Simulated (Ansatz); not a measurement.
`[SiH3][SiH2][SiH2][GeH3]` + `[OH][Sn][O][SiH3]` → `[SiH3][O][Sn][O][SiH3]` + `[SiH3][SiH2][GeH3]`  (cleavage of the Si–Si bond)

Calculated with Ansatz (gas phase, PBE0-D4/def2-TZVP geometries, no zero-point term in ΔE). CBS: MP2 limit from def2 TZ/QZ plus the TZ coupled-cluster correction, frozen cores. DFT in def2-TZVPP. B3LYP here is the variant with VWN-RPA as its local correlation; programs differ in this. HSE06 is defined as in plane-wave codes. def2 core potentials past Kr. For Ge, Sn outer-core shells are correlated without core-valence functions, which leaves a few kJ/mol of doubt a bond. Scalar relativity is left out up to krypton. Each species was taken in one conformer, which may not be the lowest.

```csv
level,ΔE (kcal/mol),difference from CCSD(T)/CBS
LDA (SPW92),-16.4,6.3
PBE-D4,-16.2,6.5
revPBE-D4,-16.4,6.3
r2SCAN-D4,-20.6,2.1
B97M-V,-21.5,1.2
PBE0-D4,-18.4,4.3
B3LYP-D4,-23.1,-0.4
r2SCAN0-D4,-21.7,1.0
HSE06-D4,-18.4,4.3
BHLYP-D4,-26.2,-3.5
CAM-B3LYP-D4,-24.7,-2.0
B2PLYP,-23.8,-1.1
PBE-QIDH,-21.5,1.2
PBE,-16.1,6.6
revPBE,-15.9,6.8
BLYP,-21.4,1.3
r2SCAN,-20.6,2.1
B3LYP,-23.0,-0.3
r2SCANh,-21.1,1.6
r2SCAN0,-21.7,1.0
HSE06,-18.3,4.4
BHLYP,-26.0,-3.3
CAM-B3LYP,-24.6,-1.9
LC-ωPBE,-20.6,2.1
RPA@PBE/def2-TZVPP,-23.1,-0.4
HF/def2-SVP,-29.4,-6.7
MP2/def2-SVP,-24.1,-1.4
CCSD/def2-SVP,-23.8,-1.1
CCSD(T)/def2-SVP,-23.0,-0.3
HF/def2-TZVPP,-30.3,-7.6
MP2/def2-TZVPP,-24.2,-1.5
SCS-MP2/def2-TZVPP,-25.7,-3.0
CCSD/def2-TZVPP,-23.9,-1.2
CCSD(T)/def2-TZVPP,-22.8,-0.1
HF/def2-QZVPP,-30.9,-8.2
MP2/def2-QZVPP,-24.3,-1.6
SCS-MP2/def2-QZVPP,-25.8,-3.1
HF/CBS(def2),-31.0,-8.3
MP2/CBS(def2),-24.1,-1.4
CCSD/CBS(def2),-23.8,-1.1
CCSD(T)/CBS,-22.7,0
```

Largest T1 diagnostic among the species: 0.016.

In def2-TZVPP, CCSD(T) changes the Hartree–Fock value by +7.5 kcal/mol (the triples alone add +1.1 kcal/mol) and MP2 by +6.1 kcal/mol. From BLYP to BHLYP (50 % exact exchange), in def2-TZVPP and without D4, ΔE moves by −4.6 kcal/mol. Leaving LDA and LC-ωPBE aside and taking each functional with its dispersion term where it has one, the values spread over 10.0 kcal/mol, from BHLYP-D4 to PBE-D4.
